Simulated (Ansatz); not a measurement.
Molecule: NaF, net charge -1, doublet state. 
Geometry from a B3LYP-D3(BJ)/def2-TZVP (Ansatz, a program for electronic structure) optimisation:
```
Na
F 1 2.0076
```
Charge -1, spin multiplicity 2.

Task: Give the harmonic wavenumbers at B3LYP-D3(BJ)/def2-TZVP (Ansatz, finite differences of forces, unscaled).

Result: 439 cm⁻¹. Zero-point energy 0.6 kcal/mol.

Task: From these and the geometry, give the ideal-gas thermochemistry at 298.15 K and 1 atm (rigid rotor, harmonic oscillator).

Result: Point group C∞v, rotational symmetry number 1. Rotational constants 12.05, 12.05 GHz. S(trans) 37.13, S(rot) 14.40, S(vib) 0.83, S(elec, spin only) 1.38, S 53.7 cal/(mol K). H(298) - H(0) 2.25 kcal/mol; G - E(el) -13.1 kcal/mol.
